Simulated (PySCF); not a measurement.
# Dipole response of Ag (silver, neutral)

[Kr] 4d10 5s1, 2S determinant. Computed with PySCF 2.14 in aug-cc-pwCVDZ-PP with ECP28MDF, with scalar relativity through the core potential. Coupled (time-dependent) response in atomic units; α is the mean over directions. A double-zeta set is small for polarisabilities.

| method | mean α (bohr³) | C₆ (like pair) | S(−4) |
| --- | --- | --- | --- |
| UHF | 82.84 | 672.7 | 6589 |
| PBE | 45.71 | 333.9 | 1621 |
| PBE0 | 50.49 | 372.5 | 2088 |
| MN15 | 49.43 | 372.5 | 1863 |
| r2SCAN0 | 61.81 | 494.4 | 3014 |

S(−4) is the Cauchy moment in α(ω) = α(0) + S(−4) ω² + …

Reference α: 55 ± 8 bohr³ (recommended; Schwerdtfeger and Nagle, table of static dipole polarizabilities (2023 update)). Published C₆: 341.0 (Gould and Bucko (2016)).

Hartree-Fock lies above the reference because it lacks correlation, which contracts the outer shell.

α(iu) at MN15:

```csv
u (hartree),α(iu) (bohr³)
0,49.43
0.0500,45.26
0.100,36.69
0.200,22.82
0.300,15.58
0.500,9.342
0.750,6.340
1.00,4.844
1.50,3.210
2.00,2.281
3.00,1.292
5.00,0.5586
```

Energies and moments cover only the electrons outside the core potential.
